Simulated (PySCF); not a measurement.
C₄H₂Cl₂Si, SMILES C#C[Si](Cl)(Cl)C#C. Heavy atoms are numbered as in [CH:1]#[C:2][Si:3]([Cl:4])([Cl:5])[C:6]#[CH:7]. Hydrogens are named by the atom that carries them.

Coordinates come from a PBE0-D3(BJ)/def2-SVP optimisation.

Computed with PySCF with PBE/pcSseg-1.

GIAO shieldings, no solvent; atoms alike by connectivity are averaged. δ = σ(ref) − σ: ¹³C against TMS (σ = 182.0 ppm); ²⁹Si against TMS (σ = 335.4 ppm); ³⁵Cl against HCl (σ = 936.5 ppm); ¹H against TMS (σ = 31.49 ppm), references at their B3LYP-D3(BJ)/def2-TZVP geometries, non-relativistic (without spin–orbit terms, shifts of atoms bonded to Cl or Br come out too high).

Question: Estimate the chemical shifts. (The exact figures need the calculation; the answer reports its results.)

Answer: 
```csv
nucleus,atoms,count,δ (ppm)
¹³C,C1 (CH),2,102.8
¹³C,C2,2,86.4
²⁹Si,Si3,1,-40.2
³⁵Cl,Cl4,2,147.4
¹H,H on C1,2,2.86
```
